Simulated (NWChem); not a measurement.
# BBrCl$_{2}$; SMILES ClB(Cl)Br

```xyz
4

B      0.0000     0.0000     0.4985
Cl     0.0000     1.5070     1.3711
Cl     0.0000    -1.5070     1.3711
Br     0.0000     0.0000    -1.4031
```
Atoms are numbered in this order, from 1.

Structure relaxed at the PBE0/def2-SVP level.

Symmetry labels are those of C2v in the frame above (b1 and b2, or b-type labels, depend on it).

**Question.** List the 4 lowest vertical singlet excitations from PBE/def2-SVPD, TDA (NWChem).

**Answer.** 
```json
[
 {"state": "S1", "energy (eV)": "4.60", "oscillator strength": "0.000", "symmetry": "a2", "leading excitation (squared amplitude)": "HOMO → LUMO (1.00)"},
 {"state": "S2", "energy (eV)": "5.58", "oscillator strength": "0.000", "symmetry": "a2", "leading excitation (squared amplitude)": "HOMO−2 → LUMO (1.00)"},
 {"state": "S3", "energy (eV)": "5.74", "oscillator strength": "0.000", "symmetry": "b1", "leading excitation (squared amplitude)": "HOMO−3 → LUMO (1.00)"},
 {"state": "S4", "energy (eV)": "5.88", "oscillator strength": "0.161", "symmetry": "a1", "leading excitation (squared amplitude)": "HOMO−1 → LUMO (0.92)"}
]
```
